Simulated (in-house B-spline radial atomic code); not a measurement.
Ionising the chromium ion Cr⁴⁺ with different functionals

Computed with a B-spline radial code for spherical atoms: four-component Dirac-Coulomb Hamiltonian, Fermi nucleus of rms radius 3.6452 fm, spin-restricted, spherical fractional occupations for the functionals. The ionisation energy is the difference of two self-consistent energies, [Ar] 3d2 → [Ar] 3d1, without Breit or QED terms; ε is the level of the shell that loses the electron (mean over j). The electron is taken from both j subshells in proportion to 2j + 1, so the result is a j average, not the step between ground levels.

Hybrids are left out here: with spherical fractional occupations of an open shell their exact exchange keeps a self-interaction that integer-occupation calculations don't have.

| method | rung | ΔSCF (eV) | -ε(3d) (eV) |
| --- | --- | --- | --- |
| LDA VWN5 | LDA | 68.67 | 58.28 |
| relativistic LDA | LDA | 68.69 | 58.30 |
| LDA PW92 | LDA | 68.66 | 58.27 |
| LDA exchange-only | LDA | 66.82 | 56.48 |
| PBE | GGA | 68.38 | 58.00 |
| PBEsol | GGA | 68.34 | 57.96 |
| BLYP | GGA | 68.34 | 57.96 |
| RPBE | GGA | 68.30 | 57.92 |
| PW91 | GGA | 68.52 | 58.13 |
| BP86 | GGA | 68.42 | 58.04 |
| AM05 | GGA | 68.36 | 57.97 |
| OLYP | GGA | 68.62 | 58.22 |

(1) How do they compare with the NIST value?

Answers

(1) NIST lists 69.46 eV ± 0.04 (semi-empirical, ground level to ground level). Errors run from -2.64 to -0.77 eV. The correlated functionals all miss on the same side by more than they spread, so the cause is common to them (Breit-QED terms, spin polarisation, the choice among j levels, multiplet and fine-structure energies, or a listed next ion that isn't the cheapest removal here) and closeness doesn't rank the functionals.
